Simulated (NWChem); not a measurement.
# CH$_{4}$O$_{4}$Si; SMILES O=C[Si](O)(O)O

```xyz
10

O     -0.2002    -2.2637    -0.1791
C      0.5342    -1.4113     0.3019
Si     0.0664     0.4254     0.0036
O      1.3463     1.0581    -0.8151
O     -1.3622     0.3117    -0.8157
O     -0.1733     1.3313     1.3671
H      1.4330    -1.7301     0.8777
H      1.3768     2.0210    -0.9107
H     -1.5196    -0.6137    -1.0771
H     -1.0993     1.3987     1.6425
```
Atoms are numbered in this order, from 1.

STO-3G and 3-21G are far too small for this property and stand as cheap habits. Structure relaxed at the B3LYP/6-31G* (spherical d) level.

Q: Give the principal values of the shielding tensors (ppm) of O1, C2, Si3, O4, O5 from Hartree-Fock/STO-3G, GIAO (NWChem), with their diamagnetic and paramagnetic parts as GIAO splits them.

A: 
| atom | σ11 | σ22 | σ33 | isotropic | diamagnetic | paramagnetic |
|---|---|---|---|---|---|---|
| O1 | -1518.7 | -505.5 | 521.4 | -500.9 | 385.9 | -886.8 |
| C2 | -97.8 | 64.5 | 194.0 | 53.6 | 257.0 | -203.4 |
| Si3 | 538.0 | 604.8 | 626.5 | 589.7 | 865.5 | -275.8 |
| O4 | 353.5 | 445.2 | 527.0 | 441.9 | 379.9 | 62.0 |
| O5 | 357.0 | 456.1 | 523.2 | 445.4 | 379.5 | 65.9 |
